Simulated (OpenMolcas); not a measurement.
## Mo⁴⁺: effect of the basis set

```
Program             : OpenMolcas 26.06
Method              : CASSCF
Active space        : 2 electrons in 5 orbitals (4d)
State averaging     : 2S+1 = 3 even, 10 roots; 2S+1 = 1 even, 15 roots
Spin-orbit coupling : RASSI with atomic mean-field integrals over the reference wave functions, term energies averaged over their components
```

A. ANO-R1 [6s4p3d1f], X2C, finite nucleus; cost of the order of 4 core-seconds
B. ANO-RCC-VDZP [6s5p3d1f], DKH2, point nucleus; cost about 5 core-seconds
C. ANO-R2 [7s5p4d2f1g], X2C, finite nucleus; cost of the order of 4 core-seconds
D. ANO-RCC-VTZP [7s6p4d2f1g], DKH2, point nucleus; cost about 4 core-seconds
E. ANO-R3 [8s6p5d3f2g1h], X2C, finite nucleus; cost of the order of 5 core-seconds
F. ANO-RCC-VQZP [8s7p5d3f2g1h], DKH2, point nucleus; cost about 6 core-seconds

Energies in cm-1 above 4d2 3F2, the measured ground level; measured values from Sugar and Musgrove, J. Phys. Chem. Ref. Data 17, 155 (1988).

| Level | A | B | C | D | E | F | Measured |
| --- | --- | --- | --- | --- | --- | --- | --- |
| 4d2 3F2 | 0.0 | 0.0 | 0.0 | 0.0 | 0.0 | 0.0 | 0.0 |
| 4d2 3F3 | 1469 | 1578 | 1525 | 1486 | 1452 | 1458 | 1578 |
| 4d2 3F4 | 3188 | 3415 | 3304 | 3226 | 3158 | 3169 | 3357 |
| 4d2 1D2 | 12587 | 12846 | 12702 | 12752 | 12794 | 12840 | 10190 |
| 4d2 3P0 | 13670 | 13916 | 13780 | 13828 | 13878 | 13919 | 11161 |
| 4d2 3P1 | 14261 | 14557 | 14397 | 14426 | 14461 | 14504 | 11807 |
| 4d2 3P2 | 15773 | 16192 | 15969 | 15960 | 15958 | 16009 | 13408 |
| 4d2 1G4 | 19055 | 19430 | 19216 | 19289 | 19342 | 19403 | 16354 |
| 4d2 1S0 | 44771 | 45444 | 45022 | 45317 | 45511 | 45637 | 37738 |

Deviations, from unrounded energies. A percentage is the sum of absolute deviations over the sum of measured energies, with the sign that they share, or ± where signs differ.

```json
{"Against measurement": "mean absolute deviation (cm-1)", "Levels": "8", "A": "2500", "B": "2700", "C": "2600", "D": "2600", "E": "2700", "F": "2700"}
{"Against measurement": "fine structure of the ground term (%)", "Levels": "2", "A": "-5.7", "B": "+1.2", "C": "-2.2", "D": "-4.5", "E": "-6.6", "F": "-6.3"}
{"Against measurement": "other terms of the ground configuration (%)", "Levels": "6", "A": "+19.3", "B": "+21.6", "C": "+20.3", "D": "+20.8", "E": "+21.1", "F": "+21.5"}
```

A, C lie about equally close to measurement and F furthest from it. The largest miss of A in the table is 4d2 1S0, by +7000 cm-1. The ranking rests on the paired levels alone, and a cruder setting can come out closer through cancelling errors.

Among A to F the level of the table that moves most is 4d2 1S0, by 870 cm-1 (lowest in A, highest in F).

Without dynamic correlation excited terms often stand tens of per cent too high (terms of higher spin than the ground term too low), and those without a measured partner can miss by more than the paired ones. The basis is small and was not contracted for so high a charge (holds for A; B). Measured partners are found by configuration, term and J. A level has none where our copy of the source lacks it or the pairing is in doubt (some pairs that miss far off the trend of their configuration count as doubtful), and it then counts in no deviation. Levels of configurations outside the active space are missing.
